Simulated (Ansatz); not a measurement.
Process, species as SMILES: [Br][Sn][Br] → [Br][Sn][Br] as doublet, charge -1 (an electron is taken up)
Each molecule is optimised on its own at B3LYP-D3(BJ)/def2-TZVP (Ansatz, a program for electronic structure). A spin state is the lowest found, not a proven ground state.
Geometry of the first species:
```
Sn
Br 1 2.5459
Br 1 2.5459 2 99.79
```
Charge 0, spin multiplicity 1.

Property: adiabatic electron affinity (electronic energy difference), positive where the reaction releases energy, in eV. Valence correlation only, unless marked. Open shells are spin-unrestricted. Spin-orbit coupling is left out. Frozen are the shells of the preceding noble gas and the d and f shells that filled before the atom's block. In def2 rows, elements after Kr have scalar-relativistic effective core potentials. STO-3G rows are all-electron and non-relativistic. Anions need diffuse functions: def2-D sets add few; the other sets have none. 

```json
[
 {"level": "r2SCAN-D3(BJ)/def2-TZVPD", "program": "Ansatz + dftd3", "adiabatic electron affinity (eV)": "1.77"},
 {"level": "B97M-V/def2-TZVPD", "program": "Ansatz", "adiabatic electron affinity (eV)": "1.63"},
 {"level": "PBE0/def2-SVP", "program": "Ansatz", "adiabatic electron affinity (eV)": "1.55"},
 {"level": "MP2/STO-3G", "program": "Ansatz", "adiabatic electron affinity (eV)": "-3.27"},
 {"level": "SCS-MP2/def2-TZVPP", "program": "Ansatz", "adiabatic electron affinity (eV)": "1.53"},
 {"level": "CCSD(T)/STO-3G", "program": "Ansatz", "adiabatic electron affinity (eV)": "-3.44"}
]
```
